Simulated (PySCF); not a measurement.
How methods differ on the ionisation energy of Cd⁴⁷⁺

Cd⁴⁷⁺ 1s1 (2S) → Cd⁴⁸⁺ (bare nucleus), as a difference of total energies. Computed with PySCF 2.14 in an even-tempered Gaussian basis (15 s from 90 bohr⁻², ratio 2.2; 7 p from 140 bohr⁻², ratio 2.4; 4 d from 410 bohr⁻², ratio 2.4; 3 f from 610 bohr⁻², ratio 2.4; 3 g from 920 bohr⁻², ratio 2.4), with the non-relativistic Hamiltonian (point nucleus). The calculations carry no spin-orbit coupling.

```
   method  ionisation energy (eV)
      UHF                 31347.5
      LDA                 31291.4
      PBE                 31339.1
     PBE0                 31341.3
   r2SCAN                 31347.5
     PW91                 31340.5
BHandHLYP                 31345.7
```

The gap to the reference is mostly relativistic.

For comparison: 32341.6 eV (theoretical estimate listed by NIST; NIST Atomic Spectra Database, ionization energies).
